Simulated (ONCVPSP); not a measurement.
rubidium: one change to an ONCV potential, before and after

rubidium, optimised norm-conserving Vanderbilt (ONCV), made with ONCVPSP 4.0.1 (PBE, scalar-relativistic). Core [Ar] 3d10 4s2, reference 4p6 5s1. Waves: 5s: rc 3.70 bohr, ncon 3, nbas 8, qcut 1.4 1/bohr, 1 projector; 4p: rc 1.75 bohr, ncon 4, nbas 7, qcut 3.8 1/bohr, 2 projectors, debl 1.5 Ha; d scattering state at 0.23 Ha: rc 3.40 bohr, ncon 4, nbas 7, qcut 2.7 1/bohr, 2 projectors, debl 2 Ha. Local part: polynomial inside 1.45 bohr (lpopt 5, dvloc0 2 Ha). Core correction: Teter function, fcfact 6, rcfact 1.4.

All-electron outer shells of the reference configuration (PBE, scalar-relativistic, ld1.x):

| shell | level (eV) | outermost node (bohr) | outermost maximum (bohr) |
| --- | --- | --- | --- |
| 4s | -31.89 | 0.62 | 1.25 |
| 4p | -15.96 | 0.64 | 1.42 |
| 5s | -2.23 | 1.79 | 4.38 |

Change: p: nbas 8.

Cutoffs: the cutoffs (Ha) at which the residual kinetic energy of the hardest occupied pseudo-wave falls to 1 and 0.1 mHa per electron; they do not see the model core or the augmentation charge, which bear on the density cutoff. Errors are all-electron minus pseudo energies relative to the spin-unpolarised reference configuration.

Question: What does the change do?

Answer: The potential gets neither clearly harder nor softer (18 Ha and 44 Ha → 10 Ha and 60 Ha); both files keep a bound ghost (s); the errors of the 3 common tests hardly move.

| quantity | base | changed |
| --- | --- | --- |
| cutoff, loose | 18 Ha | 10 Ha |
| cutoff, tight | 44 Ha | 60 Ha |
| loose cutoff by channel | s 1.0 Ha, p 18 Ha | s 1.0 Ha, p 10 Ha |
| bound ghosts | s | s |
| GHOST(+) flags under 300 eV | d at 216.2 eV | d at 216.2 eV |
| tests with a reliable result | 3 of 4 | 3 of 4 |
| error for 4p6 5s0, meV [ΔE 4.15 eV] | +7.9 | +7.9 |
| error for 4p6 5s0.5, meV [ΔE 1.58 eV] | +2.1 | +2.1 |
| error for 4p6 5s0 5p1, meV [ΔE 1.52 eV] | +2.2 | +2.2 |
| s: phases at 3.75 bohr within 0.05 rad from the reference energy up to (Ha; the scan ends near 5) | n/a | n/a |
| p: phases at 1.77 bohr within 0.05 rad from the reference energy up to (Ha; the scan ends near 5) | 3.9 | 3.9 |
| d: phases at 3.44 bohr within 0.05 rad from the reference energy up to (Ha; the scan ends near 5) | 0.7 | 0.7 |
| rms error of d²Exc/dni dnj with the model core, mHa | 0.53 | 0.52 |

 A true bound ghost makes a file unfit for plane-wave use even where its test errors are small: the radial tests pick states by their node count and pass the ghost by.
